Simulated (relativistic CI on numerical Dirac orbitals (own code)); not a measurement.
## Hyperfine structure of He, mass number 3

Calculated at this level of theory: Dirac-Coulomb-Breit CI, separate exchange-only KLI orbitals for each configuration, model QED, valence Slater integrals scaled by 0.85, P86 correlation energy added to each configuration (own radial code, finite nucleus).

CI space: 1s2, 1s 2s, 1s 2p, 1s 3s, 1s 3p, 1s 3d, 1s 4p, 1s 4s, 1s 4d, 1s 4f, 1s 5s, 1s 5p, 1s 5d, 1s 5f, 1s 5g, 1s 6s, 1s 6p, 1s 6d. Levels of other configurations are missing.

Nuclear spin I = 1/2, μ = -2.12763 μN (tables of Stone and Pyykkö). The electronic factors are computed for point nuclear moments, without core polarisation; leaving it out makes A of s and p electrons in near-neutral atoms 20 to 40 % too small, and it can dominate for d and f shells.

```
      Level  E (cm⁻¹)  A (MHz)
 1s 2s 3S_1  154024.8    -4402
1s 2p 3P°_2  163396.5    -2149
1s 2p 3P°_1  163396.7    -2167
1s 2p 1P°_1  165667.2   -21.71
 1s 3s 3S_1  178449.7    -4336
 1s 3d 3D_3  180708.2    -1444
 1s 3d 3D_2  180708.2   -753.4
 1s 3d 3D_1  180708.2     2163
```

Levels with J = 0, under 50 % of one LS term, or S terms without an open s electron are left out. Small factors come from cancelling terms and can be off by tens of per cent or more.

For a near-neutral ion this model can misplace configurations by up to about 10,000 cm⁻¹ (more where the count of f electrons changes) and terms by 10 to 25 % of their spread. Rates follow the energies as ν³ (E1, M1) or ν⁵ (E2), so they and the lifetimes can be off by large factors. The fine structure of a lone outer electron comes out too small, for d and f at times inverted, and misplaced configurations move strength between like terms. 16 of the 16 excited levels that our extract of the measured tables holds in this range could be paired (the sources list more); they are missed by 5121 cm⁻¹ on average and 5831 at most, and levels without a partner can miss by more.

Task: Give the hyperfine levels of 1s 2s 3S_1 relative to its centre of gravity.

Result: With K = F(F + 1) − I(I + 1) − J(J + 1), E = AK/2: F = 1/2: 4402, F = 3/2: -2201 MHz.
